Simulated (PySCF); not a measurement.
C3H8Te, SMILES CC(C)[TeH].

The structure is a stationary point at B3LYP-D3(BJ)/def2-SVP. The def2 effective core potentials stand for the cores of Te; spin–orbit coupling is left out.

The numbers are results of PySCF with B3LYP-D3(BJ)/def2-SVP, not measurements.

Frequencies are harmonic and unscaled.

Computed harmonic wavenumbers and intensities:
```tsv
mode	ν (cm⁻¹)	IR (km/mol)	Raman (Å⁴/amu)	depolarisation	moving atoms (share of kinetic energy)
1	131	0.4	10.5	0.74	H 97 %
2	228	0.1	2.2	0.32	C 55 %, H 34 %, Te 12 %
3	245	0.1	1.4	0.36	H 53 %, C 41 %
4	253	0.0	1.0	0.41	H 83 %, C 13 %
5	278	0.0	3.4	0.29	H 80 %, C 15 %
6	391	0.6	0.8	0.20	C 57 %, H 42 %
7	493	2.4	34.1	0.28	C 64 %, H 32 %
8	636	9.9	20.0	0.75	H 94 %
9	894	1.8	13.3	0.74	C 65 %, H 35 %
10	932	1.5	0.2	0.75	H 87 %, C 13 %
11	965	0.4	2.6	0.73	H 71 %, C 29 %
12	1017	1.5	7.6	0.74	H 85 %, C 15 %
13	1135	0.4	4.4	0.75	C 61 %, H 39 %
14	1166	45.0	18.7	0.41	C 51 %, H 49 %
15	1213	46.9	19.5	0.31	H 69 %, C 31 %
16	1343	0.5	2.4	0.75	H 75 %, C 25 %
17	1393	6.5	6.0	0.74	H 74 %, C 26 %
18	1403	3.1	3.7	0.46	H 80 %, C 20 %
19	1459	0.4	28.0	0.75	H 97 %
20	1459	3.6	2.0	0.68	H 96 %
21	1472	9.9	21.0	0.74	H 96 %
22	1478	4.3	2.7	0.69	H 96 %
23	2097	70.5	177.1	0.33	H 99 %
24	3010	31.3	154.8	0.16	H 96 %
25	3018	31.3	232.6	0.05	H 97 %
26	3083	2.7	162.3	0.63	H 92 %, C 8 %
27	3091	2.7	22.6	0.68	H 91 %, C 9 %
28	3098	26.3	132.7	0.55	H 91 %, C 9 %
29	3116	14.4	44.5	0.63	H 91 %, C 9 %
30	3126	18.3	41.0	0.58	H 91 %, C 9 %
```
